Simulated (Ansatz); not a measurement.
Cost and result for the atomization energy of C₂H₃NOSe (`NC1[Se]C1=O`) (8 atoms, 8 bonds).

Total charge 0; spin multiplicity 1. Correlated methods include outer-core shells of Se, which these sets cover unevenly. Scalar relativity is left out up to krypton. The structure was optimised at the PBE0-D4/def2-TZVP level. It is one conformer, not always the lowest. Program: Ansatz. All runs use 4 threads of an Arm Neoverse V2 on a shared host. Times are those of one run each, without the atoms' runs, and a repeat can differ threefold. Electronic energies, without spin–orbit coupling; frozen cores. CCSD(T)/CBS adds CCSD(T) − MP2 in def2-TZVPP to the MP2 limit, and its time is that of the two runs behind it. T1 = 0.017. With those shells the extrapolation isn't a true limit. HSE06 is the plane-wave form, built on full-range PBE exchange.

CCSD(T)/CBS is a level of theory with its own doubt, some kJ/mol a heavy atom from the limit and from the frozen cores, so smaller differences don't rank the functionals.

```csv
level,functions,wall time
BLYP-D4/def2-TZVPP,214,1.4 s
revPBE-D4/def2-TZVPP,214,1.5 s
PBE-D4/def2-TZVPP (with forces),214,1.8 s
PBE0-D4/def2-TZVPP,214,2.1 s
HSE06-D4/def2-TZVPP,214,2.4 s
BHLYP-D4/def2-TZVPP,214,2.4 s
r2SCAN-D4/def2-TZVPP (with forces),214,3.6 s
PBE-QIDH/def2-TZVPP,214,4.5 s
CCSD(T)/def2-SVP,103,5.5 s
B97M-V/def2-TZVPP,214,7 s
MP2/def2-QZVPP,407,16 s
CCSD(T)/def2-TZVPP,214,110 s
CCSD(T)/CBS(def2),–,2.1 min
```

Problem. What atomization energy does each give, and how far from CCSD(T)/CBS? (Best estimate.)

Solution. The calculation gave: 
```
                             level  atomization (kJ/mol)  difference from CCSD(T)/CBS  per bond
                BLYP-D4/def2-TZVPP                3205.5                         80.3      10.0
              revPBE-D4/def2-TZVPP                3213.3                         88.1      11.0
   PBE-D4/def2-TZVPP (with forces)                3324.5                        199.3      24.9
                PBE0-D4/def2-TZVPP                3176.4                         51.2       6.4
               HSE06-D4/def2-TZVPP                3180.9                         55.7       7.0
               BHLYP-D4/def2-TZVPP                2948.4                       -176.8     -22.1
r2SCAN-D4/def2-TZVPP (with forces)                3168.8                         43.6       5.4
               PBE-QIDH/def2-TZVPP                3106.8                        -18.4      -2.3
                  CCSD(T)/def2-SVP                2911.6                       -213.6     -26.7
                 B97M-V/def2-TZVPP                3140.9                         15.7       2.0
                    MP2/def2-QZVPP                3197.3                         72.1       9.0
                CCSD(T)/def2-TZVPP                3014.5                       -110.7     -13.8
                 CCSD(T)/CBS(def2)                3125.2                          0.0       0.0
```

Leaving LDA and LC-ωPBE aside and taking each functional with its dispersion term where it has one, the values spread over 376.1 kJ/mol, from BHLYP-D4 to PBE-D4. LDA lies +487.9 kJ/mol from PBE without D4, its usual overbinding. From BLYP to BHLYP (50 % exact exchange), in def2-TZVPP and without D4, the atomization energy moves by −238.8 kJ/mol: exact exchange takes away binding that semilocal exchange gives to molecules. At CCSD(T), def2-SVP lies −213.6 kJ/mol from the extrapolated value and def2-TZVPP −110.7 kJ/mol: correlation converges slowly with the basis, and small sets miss more of it in the bonded molecule than in its fragments.

For some Ge, Se and Sn compounds the MP2-based and the directly extrapolated limit differ by 10 to 25 kJ/mol.
